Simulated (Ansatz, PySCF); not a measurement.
H5NO3Ti, SMILES [NH2][Ti]([OH])([OH])[OH], multiplicity 1. Atoms are numbered in the order given.

```xyz
10

Ti     0.0699     0.0333    -0.0371
O      1.4447    -0.4566    -1.0965
H      2.2991    -0.8182    -0.8317
O      0.5683     0.4146     1.6475
H      0.5629     1.2650     2.1030
O     -0.7248     1.4788    -0.7693
H     -1.6441     1.5707    -1.0450
N     -1.1375    -1.4051     0.0500
H     -1.2195    -2.1347    -0.6555
H     -1.6821    -1.6488     0.8753
```

Geometry: B3LYP-D3(BJ)/def2-SVP. The spin state was assumed, not searched. The structure was generated by enumeration; whether it is a known compound was not checked. Other conformers were not sampled.

Two levels are set side by side: PBE-D3(BJ)/def2-SVP (Ansatz, a program for electronic structure) and B3LYP-D3(BJ)/def2-SVP (Ansatz). Each level has its own optimised geometry; the coordinates shown are those of the second. Frequencies come from the Hessian of PySCF at each geometry. Differences are taken from unrounded values.

```tsv
quantity	B3LYP-D3(BJ)
mean bond length (Å)	1.357
bond Ti1–O2 (Å)	1.803
bond Ti1–O4 (Å)	1.798
bond Ti1–O6 (Å)	1.805
bond Ti1–N8 (Å)	1.880
bond O2–H3 (Å)	0.965
bond O4–H5 (Å)	0.965
bond O6–H7 (Å)	0.964
bond N8–H9 (Å)	1.018
bond N8–H10 (Å)	1.018
highest harmonic wavenumber (cm⁻¹)	3883
mean harmonic wavenumber (cm⁻¹)	1155
zero-point energy (kcal/mol)	39.62
```

Problem. What does PBE-D3(BJ) give, and how far is it from B3LYP-D3(BJ)? (An estimate is asked for; the answer gives what the named calculation found.)

Solution. 
| quantity | PBE-D3(BJ) | PBE-D3(BJ) minus B3LYP-D3(BJ) |
|---|---|---|
| mean bond length (Å) | 1.366 | 0.009 |
| bond Ti1–O2 (Å) | 1.814 | 0.011 |
| bond Ti1–O4 (Å) | 1.808 | 0.010 |
| bond Ti1–O6 (Å) | 1.815 | 0.011 |
| bond Ti1–N8 (Å) | 1.889 | 0.009 |
| bond O2–H3 (Å) | 0.973 | 0.009 |
| bond O4–H5 (Å) | 0.973 | 0.008 |
| bond O6–H7 (Å) | 0.973 | 0.008 |
| bond N8–H9 (Å) | 1.025 | 0.007 |
| bond N8–H10 (Å) | 1.025 | 0.007 |
| highest harmonic wavenumber (cm⁻¹) | 3776 | -107 |
| mean harmonic wavenumber (cm⁻¹) | 1128 | -27 |
| zero-point energy (kcal/mol) | 38.69 | -0.93 |

GGA bonds tend to be longer and softer than those of functionals with exact exchange. Differences between two approximate levels are no errors against the true value.
